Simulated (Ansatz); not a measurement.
Reaction (atomization): `F[SiH](F)[GeH3]` → 2 F• + Ge• + 4 H• + Si•

Gas-phase electronic energies from Ansatz, PBE0-D4/def2-TZVP geometries. CCSD(T)/CBS is the MP2 limit (def2-TZVPP, def2-QZVPP) plus CCSD(T) − MP2 in def2-TZVPP, frozen cores. This one scheme is used for every species, atoms too. Functionals use def2-TZVPP. No spin–orbit coupling; open shells (•) take unrestricted orbitals. Spin–orbit coupling would lower the free atoms: a little for F, Si; clearly for Ge. For Ge outer-core shells are correlated without core-valence functions, so the limit isn't a true one: a few kJ/mol of doubt a bond, and 10 to 20 or more in all where bonds break to atoms. Scalar relativity is left out up to krypton.

What is ΔE at CCSD(T)/CBS? (Estimate.)

Computed: +27.42 eV.

What do these levels give: r2SCAN0-D4, BHLYP-D4, r2SCAN0, CCSD/def2-TZVPP, SCS-MP2/def2-QZVPP, HF/CBS(def2)? (Best estimate.)

The calculation gave: r2SCAN0-D4 26.75, BHLYP-D4 26.38, r2SCAN0 26.71, CCSD/def2-TZVPP 26.41, SCS-MP2/def2-QZVPP 27.42, HF/CBS(def2) 20.45 eV.

Largest T1 diagnostic among the species: 0.012.

Leaving LDA and LC-ωPBE aside and taking each functional with its dispersion term where it has one, the values, not all of them listed here, spread over 1.04 eV, from BHLYP-D4 to B97M-V. LDA lies +3.80 eV from PBE without D4, its usual overbinding. From PBE to PBE0 (25 % exact exchange), in def2-TZVPP and without D4, ΔE moves by −0.36 eV: exact exchange takes away binding that semilocal exchange gives to molecules. In def2-TZVPP, CCSD(T) changes the Hartree–Fock value by +6.37 eV (the triples alone add +0.32 eV) and MP2 by +6.72 eV; breaking electron pairs costs correlation energy, which Hartree–Fock lacks.

For atomizations the MP2-based limit and the directly extrapolated one differ by several kJ/mol either way, and by 10 to 25 for some Ge, Se and Sn compounds, so smaller differences from it don't rank the levels.
